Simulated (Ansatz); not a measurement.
`C[Si](Cl)(Cl)[GeH3]` + HCl → `C[Si](Cl)(Cl)Cl` + GeH₄ at 600 K and 1 bar (cleavage of the Si–Ge bond).

Program: Ansatz. Geometries: PBE0-D4/def2-TZVP. ΔE: electronic, gas phase. CBS: MP2 limit from def2 TZ/QZ plus the TZ coupled-cluster correction, frozen cores. This one scheme is used for every species. For Ge outer-core shells are correlated without core-valence functions, which leaves a few kJ/mol of doubt a bond. Scalar relativity is left out up to krypton.

| species | CCSD(T)/CBS energy (Eh) | H − E (kJ/mol) | S (J/(mol·K)) |
| --- | --- | --- | --- |
| `C[Si](Cl)(Cl)[GeH3]` | -3326.53256 | 243.6 | 514.1 |
| HCl | -460.38127 | 35.4 | 207.2 |
| `C[Si](Cl)(Cl)Cl` | -1708.45088 | 169.5 | 433.1 |
| GeH₄ | -2078.49493 | 105.8 | 256.4 |

H − E and S are ideal-gas, rigid-rotor, harmonic terms from PBE0-D4/def2-TZVP. 1 Eh = 2625.50 kJ/mol, R = 8.31446 J/(mol·K).

Question: By hand: ΔE, ΔH, ΔS and ΔG.

Answer: ΔE = (-1708.45088) + (-2078.49493) − (-3326.53256) − (-460.38127) = -0.03198 Eh = -84.0 kJ/mol. Δ(H − E) = 169.5 + 105.8 − 243.6 − 35.4 = -3.7, so ΔH = -87.7 kJ/mol. ΔS = 433.1 + 256.4 − 514.1 − 207.2 = -31.8 J/(mol·K). ΔG = -87.7 − 600 × (-31.8)/1000 = -68.6 kJ/mol.

Question: By hand: the equilibrium constant, and the temperature at which ΔG would vanish if ΔH and ΔS stayed fixed.

Answer: log₁₀ K = −ΔG/(RT ln 10) = 6.0. ΔG = 0 at ΔH/ΔS = 2758 K, far beyond where these terms or the molecules hold.

ΔH outweighs TΔS. A doubt of 5 kJ/mol in ΔE shifts log₁₀ K by 0.4 here. These are equilibria of isolated gas molecules and say nothing of rates. Largest T1 diagnostic: 0.012 (customary marks: 0.02 for closed shells, 0.045 for open ones).
